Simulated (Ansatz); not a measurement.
C10H22N2OSiTi, SMILES `C[O][Ti]1234([N](C)C)([N](C)C)[C@@H]5[C@H]1[C@H]2[C@]3([SiH3])[C@@H]54`. Charge 0, multiplicity 1. All single points use the PBE0-D4/def2-TZVP geometry. It is one conformer, not always the lowest.

```xyz
37

C     0.275   -0.254   -2.936
O     0.533   -0.610   -1.620
Ti    0.015   -0.111    0.064
N    -1.843    0.236   -0.241
C    -2.634    1.230    0.432
C    -2.662   -0.793   -0.827
N     0.628    1.653    0.433
C     0.452    2.529   -0.707
C     1.307    2.343    1.493
C    -0.629   -1.565    1.848
C     0.299   -0.664    2.402
C     1.543   -0.879    1.769
C     1.400   -1.914    0.816
Si    2.675   -2.533   -0.383
C     0.042   -2.325    0.871
H     0.315   -1.139   -3.583
H     1.021    0.463   -3.302
H    -0.719    0.204   -3.043
H    -1.998    2.017    0.837
H    -3.215    0.801    1.266
H    -3.360    1.690   -0.256
H    -3.247   -1.343   -0.072
H    -2.050   -1.518   -1.369
H    -3.381   -0.367   -1.541
H    -0.113    3.430   -0.424
H    -0.105    2.037   -1.507
H     1.417    2.858   -1.116
H     2.305    2.685    1.178
H     1.430    1.713    2.371
H     0.747    3.240    1.800
H    -1.676   -1.637    2.104
H     0.083    0.077    3.157
H     2.450   -0.323    1.956
H     3.602   -3.478    0.302
H     2.009   -3.266   -1.489
H     3.490   -1.413   -0.917
H    -0.409   -3.074    0.235
```

Task: What is the dipole moment at B3LYP/def2-TZVPP? (Estimate.)

Result: The calculation gave: 2.13 D, with components (-1.35, 1.63, 0.24) D in this frame, pointing from negative to positive charge.

Task: And with PBE, r2SCAN, ωB97M-V? (Best estimate.)

Result: The calculation gave: PBE 2.32 D, r2SCAN 2.29 D, ωB97M-V 1.97 D.

Task: Give the Mulliken charges with B3LYP, ωB97M-V, PBE in def2-TZVPP. (An estimate is asked.)

Result: Ansatz gave: 
```json
{"atom": "C1", "B3LYP": "-0.14", "ωB97M-V": "-0.23", "PBE": "-0.14"}
{"atom": "O2", "B3LYP": "-0.43", "ωB97M-V": "-0.36", "PBE": "-0.32"}
{"atom": "Ti3", "B3LYP": "0.48", "ωB97M-V": "0.29", "PBE": "0.10"}
{"atom": "N4", "B3LYP": "-0.20", "ωB97M-V": "-0.19", "PBE": "-0.12"}
{"atom": "C5", "B3LYP": "-0.16", "ωB97M-V": "-0.23", "PBE": "-0.15"}
{"atom": "C6", "B3LYP": "-0.18", "ωB97M-V": "-0.26", "PBE": "-0.17"}
{"atom": "N7", "B3LYP": "-0.16", "ωB97M-V": "-0.16", "PBE": "-0.09"}
{"atom": "C8", "B3LYP": "-0.17", "ωB97M-V": "-0.27", "PBE": "-0.15"}
{"atom": "C9", "B3LYP": "-0.20", "ωB97M-V": "-0.27", "PBE": "-0.19"}
{"atom": "C10", "B3LYP": "-0.12", "ωB97M-V": "-0.11", "PBE": "-0.10"}
{"atom": "C11", "B3LYP": "-0.12", "ωB97M-V": "-0.11", "PBE": "-0.10"}
{"atom": "C12", "B3LYP": "-0.23", "ωB97M-V": "-0.22", "PBE": "-0.21"}
{"atom": "C13", "B3LYP": "0.06", "ωB97M-V": "-0.01", "PBE": "0.11"}
{"atom": "Si14", "B3LYP": "0.27", "ωB97M-V": "0.19", "PBE": "0.19"}
{"atom": "C15", "B3LYP": "-0.18", "ωB97M-V": "-0.14", "PBE": "-0.15"}
{"atom": "H16", "B3LYP": "0.10", "ωB97M-V": "0.12", "PBE": "0.09"}
{"atom": "H17", "B3LYP": "0.10", "ωB97M-V": "0.12", "PBE": "0.09"}
{"atom": "H18", "B3LYP": "0.08", "ωB97M-V": "0.11", "PBE": "0.08"}
{"atom": "H19", "B3LYP": "0.07", "ωB97M-V": "0.09", "PBE": "0.07"}
{"atom": "H20", "B3LYP": "0.07", "ωB97M-V": "0.11", "PBE": "0.07"}
{"atom": "H21", "B3LYP": "0.08", "ωB97M-V": "0.11", "PBE": "0.07"}
{"atom": "H22", "B3LYP": "0.08", "ωB97M-V": "0.11", "PBE": "0.07"}
{"atom": "H23", "B3LYP": "0.08", "ωB97M-V": "0.11", "PBE": "0.08"}
{"atom": "H24", "B3LYP": "0.09", "ωB97M-V": "0.12", "PBE": "0.08"}
{"atom": "H25", "B3LYP": "0.08", "ωB97M-V": "0.12", "PBE": "0.08"}
{"atom": "H26", "B3LYP": "0.08", "ωB97M-V": "0.11", "PBE": "0.09"}
{"atom": "H27", "B3LYP": "0.09", "ωB97M-V": "0.13", "PBE": "0.09"}
{"atom": "H28", "B3LYP": "0.09", "ωB97M-V": "0.12", "PBE": "0.08"}
{"atom": "H29", "B3LYP": "0.07", "ωB97M-V": "0.09", "PBE": "0.07"}
{"atom": "H30", "B3LYP": "0.08", "ωB97M-V": "0.11", "PBE": "0.08"}
{"atom": "H31", "B3LYP": "0.13", "ωB97M-V": "0.12", "PBE": "0.12"}
{"atom": "H32", "B3LYP": "0.12", "ωB97M-V": "0.12", "PBE": "0.12"}
{"atom": "H33", "B3LYP": "0.12", "ωB97M-V": "0.12", "PBE": "0.11"}
{"atom": "H34", "B3LYP": "-0.08", "ωB97M-V": "-0.03", "PBE": "-0.06"}
{"atom": "H35", "B3LYP": "-0.08", "ωB97M-V": "-0.03", "PBE": "-0.06"}
{"atom": "H36", "B3LYP": "-0.07", "ωB97M-V": "-0.02", "PBE": "-0.06"}
{"atom": "H37", "B3LYP": "0.12", "ωB97M-V": "0.13", "PBE": "0.12"}
```

B3LYP here is the variant with VWN-RPA as its local correlation; programs differ in this.
